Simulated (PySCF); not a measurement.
**Excitation energy of Se⁺ by level of theory**

Se⁺ [Ar] 3d10 4s2 4p3 (4S) → Se⁺ [Ar] 3d10 4s1 4p3 5s1 (6S), as a difference of total energies. Calculation: PySCF 2.14, in aug-cc-pwCVDZ-PP with ECP10MDF; scalar relativity through the core potential. Correlated levels: valence: 3s2 3p6 3d10 frozen; valence and next inner shell: nothing frozen outside the core potential. The calculations carry no spin-orbit coupling.

```tsv
method	excitation energy (eV)
UHF	17.999
LDA	20.719
PBE	20.431
PBE0	20.167
r2SCAN	20.099
B97-3	20.618
B2PLYP	20.269
BLYP	20.952
PBEsol	20.344
MP2 (valence)	19.047
SCS-MP2 (valence)	19.448
MP2 (valence and next inner shell)	19.587
SCS-MP2 (valence and next inner shell)	19.865
```

Question: How much does correlation contribute at MP2 (valence and next inner shell)?

Answer: 19.587 − (17.999) = 1.588 eV, measured against UHF.

The promoted electron is Rydberg-like, and one or two diffuse shells describe it only roughly, which tends to raise the upper state.
